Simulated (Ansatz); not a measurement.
A structure relaxed at PBE0-D4/def2-TZVP, charge 0, multiplicity 1:

```json
{"atom": "O1", "x (Å)": "0.850", "y (Å)": "-0.461", "z (Å)": "-1.780"}
{"atom": "B2", "x (Å)": "0.332", "y (Å)": "-1.229", "z (Å)": "-0.785"}
{"atom": "N3", "x (Å)": "-0.355", "y (Å)": "-0.694", "z (Å)": "0.332"}
{"atom": "C4", "x (Å)": "-0.761", "y (Å)": "0.661", "z (Å)": "0.548"}
{"atom": "S5", "x (Å)": "0.572", "y (Å)": "1.909", "z (Å)": "0.428"}
{"atom": "H6", "x (Å)": "0.862", "y (Å)": "0.480", "z (Å)": "-1.557"}
{"atom": "H7", "x (Å)": "0.461", "y (Å)": "-2.417", "z (Å)": "-0.853"}
{"atom": "H8", "x (Å)": "-0.652", "y (Å)": "-1.332", "z (Å)": "1.051"}
{"atom": "H9", "x (Å)": "-1.480", "y (Å)": "1.006", "z (Å)": "-0.204"}
{"atom": "H10", "x (Å)": "-1.238", "y (Å)": "0.756", "z (Å)": "1.523"}
{"atom": "H11", "x (Å)": "1.409", "y (Å)": "1.321", "z (Å)": "1.298"}
```

(1) Give its formula and SMILES.

(2) Summarise the bond lengths by kind.

## Answers

(1) CH6BNOS, `OBNCS`.

(2) 1 × B–O 1.360 Å; 1 × H–O 0.967 Å; 1 × B–N 1.417 Å; 1 × B–H 1.198 Å; 1 × C–N 1.432 Å; 1 × H–N 1.005 Å; 1 × C–S 1.829 Å; 2 × C–H 1.089 to 1.096 Å; 1 × H–S 1.343 Å.

All numbers were calculated with Ansatz.
